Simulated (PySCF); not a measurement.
These are B3LYP-D3(BJ)/def2-TZVP // r2SCAN-D4/def2-SVP in PySCF values and carry that method's errors. Isolated molecules, 0 K electronic values unless said otherwise. One relaxed conformer stands for a flexible species; it need not be the lowest. B3LYP has the VWN-RPA correlation part, as in Gaussian. 

Reference species: [Ti(H)4] (neutral, multiplicity 1).

```yaml
HOMO–LUMO gap: 5.43 eV
coordination_number: 4
```

Changed species: [Ti(OH)4] (0 of 4 OH replaced by H; the reference has 4 of 4 OH replaced by H).

Question: Give the shifts of the HOMO–LUMO gap and coordination number.

Answer: the HOMO–LUMO gap rises by 1.85 eV, to 7.28 eV; the coordination number hardly moves.
